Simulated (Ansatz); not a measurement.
Computed with Ansatz on PBE0-D4/def2-TZVP structures; ΔE is electronic, products minus reactants. CBS: MP2 limit from def2 TZ/QZ plus the TZ coupled-cluster correction, frozen cores. This one scheme is used for every species. Functionals use def2-TZVPP. Each species was taken in one conformer, which may not be the lowest.

`CN([SiH2]O)[SiH2]F` + `N[SiH3]` → `F[SiH2]N[SiH3]` + `CN[SiH2]O`  (ligand exchange at the Si–N bond)

`CN([SiH2]O)[SiH2]F`:

Cartesian coordinates in Å:
```
C 1.481 0.550 -0.159
N 0.095 0.086 -0.277
Si -0.247 -1.494 0.334
O 0.013 -1.648 1.950
Si -1.083 1.186 -0.838
F -1.498 2.253 0.288
H 2.178 -0.262 -0.386
H 1.707 0.917 0.846
H 1.678 1.359 -0.867
H 0.705 -2.460 -0.260
H -1.659 -1.778 -0.023
H -0.547 -1.143 2.542
H -0.514 1.984 -1.948
H -2.311 0.449 -1.202
```

`N[SiH3]`:

Cartesian coordinates in Å:
```
N -0.780 -0.607 0.401
Si 0.551 0.295 -0.210
H -1.407 -1.066 -0.241
H -1.282 -0.271 1.207
H 1.261 -0.553 -1.202
H 0.212 1.583 -0.888
H 1.445 0.619 0.932
```

`F[SiH2]N[SiH3]`:

```xyz
10

F     0.110   -1.354   -2.166
Si   -0.276    0.056   -1.514
N     0.540    0.345   -0.044
Si    0.060   -0.121    1.556
H     0.119    1.085   -2.502
H    -1.730    0.013   -1.251
H     1.463    0.749   -0.128
H     0.969   -1.146    2.134
H    -1.311   -0.678    1.444
H     0.058    1.051    2.471
```

`CN[SiH2]O`:

Z-matrix (Å, degrees):
```
C
N 1 1.446
H 1 1.097 2 113.4
H 1 1.093 2 109.4 3 -120.0
H 1 1.094 2 111.4 3 121.9
Si 2 1.705 1 125.5 3 97.3
H 2 1.008 1 113.7 3 -65.2
O 6 1.652 2 118.0 1 -83.0
H 6 1.489 2 105.4 1 38.4
H 6 1.479 2 107.7 1 160.6
H 8 0.958 6 117.8 2 73.7
```

```tsv
level	ΔE (kJ/mol)
r2SCAN-D4	-1.8
B2PLYP	-4.5
CCSD/def2-TZVPP	-2.4
HF/def2-QZVPP	-9.8
```

(1) What does CCSD(T)/CBS give? (Estimate.)

Largest T1 diagnostic among the species: 0.012.

Answers

(1) The calculation gave: -1.3 kJ/mol. The listed levels differ from it by -0.5, -3.2, -1.1, -8.5 kJ/mol.

In def2-TZVPP, CCSD(T) changes the Hartree–Fock value by +8.9 kJ/mol (the triples alone add +1.6 kJ/mol) and MP2 by +10.0 kJ/mol. The D4 term adds +5.5 kJ/mol with B3LYP and +3.2 kJ/mol with PBE0; it sums over pairs of atoms, weighted by their polarisabilities, and B3LYP, whose exchange is more repulsive, gets the larger term. Leaving LDA and LC-ωPBE aside and taking each functional with its dispersion term where it has one, the values, not all of them listed here, spread over 4.7 kJ/mol, from B2PLYP to revPBE-D4. LDA lies +3.3 kJ/mol from PBE without D4.

B3LYP here is the variant with VWN-RPA as its local correlation; programs differ in this.
